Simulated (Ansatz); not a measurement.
One change: `OB[Si](F)([SiH3])Cl` becomes `F[SiH]([SiH3])Cl`.

Ansatz, PBE0-D4/def2-TZVP geometries, multiplicity 1. Each molecule was computed in one conformer, which needn't be the lowest.

```json
{"property": "HOMO–LUMO gap (ωB97M-V/def2-TZVPP) / eV", "`OB[Si](F)([SiH3])Cl`": "9.91"}
{"property": "size of the dipole moment (PBE/def2-TZVPP) / D", "`OB[Si](F)([SiH3])Cl`": "3.11"}
{"property": "HOMO energy (ωB97M-V/def2-TZVPP) / eV", "`OB[Si](F)([SiH3])Cl`": "-9.57"}
{"property": "LUMO energy (PBE/def2-TZVPP) / eV", "`OB[Si](F)([SiH3])Cl`": "-2.57"}
{"property": "size of the dipole moment (ωB97M-V/def2-TZVPP) / D", "`OB[Si](F)([SiH3])Cl`": "3.16"}
{"property": "HOMO–LUMO gap (PBE/def2-TZVPP) / eV", "`OB[Si](F)([SiH3])Cl`": "3.78"}
```

(1) Give the same properties after the change, and the shifts. (Best estimate.)

## Answers

(1) Ansatz gave: 
```
                                          property  `F[SiH]([SiH3])Cl`  shift
           HOMO–LUMO gap (ωB97M-V/def2-TZVPP) / eV               11.68   1.77
    size of the dipole moment (PBE/def2-TZVPP) / D                1.46  -1.65
             HOMO energy (ωB97M-V/def2-TZVPP) / eV              -10.45  -0.88
                 LUMO energy (PBE/def2-TZVPP) / eV               -1.45   1.12
size of the dipole moment (ωB97M-V/def2-TZVPP) / D                1.58  -1.58
               HOMO–LUMO gap (PBE/def2-TZVPP) / eV                5.72   1.94
```

With PBE0 the HOMO falls by 0.85 eV and the LUMO rises by 1.04 eV, so the gap widens by about 1.89 eV. PBE moves the HOMO by -0.82 eV and ωB97M-V by -0.88 eV. Dipoles are sizes alone; their direction can turn.
